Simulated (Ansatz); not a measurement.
Start from `C[C](C)([GaH2])CO` and change one atom or group to get `CC(C)CO`.

Ansatz, PBE0-D4/def2-TZVP geometries, multiplicity 1. Each molecule was computed in one conformer, which needn't be the lowest.

Scalar relativity is left out up to krypton.

| property | `C[C](C)([GaH2])CO` |
| --- | --- |
| HOMO energy (PBE0/def2-TZVPP) / eV | -6.65 |
| HOMO energy (B3LYP/def2-TZVPP) / eV | -6.47 |
| HOMO–LUMO gap (PBE/def2-TZVPP) / eV | 4.28 |
| HOMO energy (PBE/def2-TZVPP) / eV | -5.53 |
| LUMO energy (PBE0/def2-TZVPP) / eV | -0.42 |
| size of the dipole moment (B3LYP/def2-TZVPP) / D | 2.68 |

Task: What does the change do to each property? (Best estimate.)

Result: Computed: 
| property | `CC(C)CO` | shift |
| --- | --- | --- |
| HOMO energy (PBE0/def2-TZVPP) / eV | -7.72 | -1.07 |
| HOMO energy (B3LYP/def2-TZVPP) / eV | -7.49 | -1.02 |
| HOMO–LUMO gap (PBE/def2-TZVPP) / eV | 6.25 | 1.97 |
| HOMO energy (PBE/def2-TZVPP) / eV | -6.10 | -0.57 |
| LUMO energy (PBE0/def2-TZVPP) / eV | 0.99 | 1.41 |
| size of the dipole moment (B3LYP/def2-TZVPP) / D | 1.61 | -1.07 |

With PBE0 the HOMO falls by 1.07 eV and the LUMO rises by 1.41 eV, so the gap widens by about 2.48 eV. PBE moves the HOMO by -0.57 eV and ωB97M-V by -1.35 eV. Dipoles are sizes alone; their direction can turn.

B3LYP here is the variant with VWN-RPA as its local correlation; programs differ in this.
